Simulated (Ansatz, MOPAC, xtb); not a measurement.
Spectroscopic constants of SrS, closed-shell singlet (the spin of the measured ground state). No spin–orbit coupling.

Seven points along R, fitted to fifth degree in 1/R; most abundant isotopes. In def2 and cc sets the state is the lowest found near the PBE0 minimum, followed along R. The singlet is held restricted. HF and MP2 rows in def2 and cc sets belong to the determinant that coupled cluster picked by its CCSD energy.

The values were computed with Ansatz (Gaussian orbitals); MOPAC for AM1, PM3, PM6, PM7 (differences of heats of formation); xtb for the GFN methods.  In def2 rows elements past Kr take small-core potentials, without spin–orbit coupling.

| level | r_e (Å) | ω_e (cm⁻¹) | B_e (cm⁻¹) | ω_e x_e (cm⁻¹) | D_e (eV) | dipole (D) |
|---|---|---|---|---|---|---|
| AM1 | 2.472 | 440 | 0.118 | 0.61 | - | - |
| PM3 | 2.442 | 342 | 0.121 | 0.37 | - | - |
| PM6 | 2.444 | 429 | 0.120 | 0.69 | - | - |
| PM7 | 2.396 | 474 | 0.125 | 1.4 | - | - |
| GFN1-xTB | 2.469 | 437 | 0.118 | 1.6 | - | - |
| GFN2-xTB | 2.527 | 326 | 0.113 | 1.5 | - | - |
| HF/def2-TZVPP | 2.463 | 407 | 0.118 | 1.0 | - | - |
| HF/def2-QZVPP | 2.463 | 407 | 0.119 | 1.0 | - | - |
| SVWN5/def2-TZVPP | 2.413 | 402 | 0.124 | 1.1 | 4.43 | 9.40 |
| PBE/def2-TZVPP | 2.438 | 388 | 0.121 | 1.1 | 3.88 | 9.60 |
| r2SCAN/def2-TZVPP | 2.432 | 401 | 0.122 | 1.0 | 3.96 | 10.50 |
| B97M-V/def2-TZVPP | 2.449 | 390 | 0.120 | 1.1 | 3.68 | 10.22 |
| B3LYP/def2-TZVPP | 2.448 | 389 | 0.120 | 1.1 | 3.39 | 10.32 |
| PBE0/def2-TZVPP | 2.422 | 406 | 0.123 | 1.0 | 3.60 | 10.73 |
| BHLYP/def2-TZVPP | 2.436 | 405 | 0.121 | 1.1 | 2.99 | 11.55 |
| CAM-B3LYP/def2-TZVPP | 2.431 | 406 | 0.122 | 1.1 | 3.24 | 11.32 |
| wB97X-V/def2-TZVPP | 2.421 | 417 | 0.123 | 0.97 | 3.50 | 12.14 |
| wB97M-V/def2-TZVPP | 2.431 | 407 | 0.122 | 0.99 | 3.37 | 11.75 |
| B2PLYP/def2-TZVPP | 2.456 | 380 | 0.119 | 1.2 | 3.28 | - |
| MP2/def2-TZVPP | 2.447 | 381 | 0.120 | 1.4 | - | - |
| MP2/def2-QZVPP | 2.442 | 389 | 0.121 | 1.3 | - | - |
| SCS-MP2/def2-TZVPP | 2.456 | 378 | 0.119 | 1.5 | - | - |
| SCS-MP2/def2-QZVPP | 2.451 | 386 | 0.120 | 1.4 | - | - |
| CCSD/def2-TZVPP | 2.455 | 385 | 0.119 | 1.3 | 2.67 | - |
| CCSD/def2-QZVPP | 2.447 | 396 | 0.120 | 1.2 | 3.01 | - |
| CCSD(T)/def2-TZVPP | 2.471 | 364 | 0.118 | 1.4 | 2.91 | - |
| CCSD(T)/def2-QZVPP | 2.460 | 379 | 0.119 | 1.3 | 3.27 | - |

D_e counts from each atom's lowest state at the same level, without counterpoise or zero-point energy.

Correlated levels freeze the inner cores; with def2 sets outer-core shells near the valence are correlated too. The state that AM1, PM3, PM6, PM7 reach isn't checked; PM7 holds dispersion and hydrogen-bond terms.

Measured for the ground state: r_e 2.4405 Å, ω_e 388.38 cm-1, ω_e x_e 1.31 cm-1, B_e 0.12072 cm-1, α_e 0.00044 cm-1 [Huber and Herzberg (1979), NIST Chemistry WebBook]. D_0 3.47 ± 0.17 eV (a handbook's tabulated 298 K bond energy less 3RT/2; such tables hold older values) [Luo, bond dissociation energies, CRC Handbook].

Ansatz is a first-principles code.
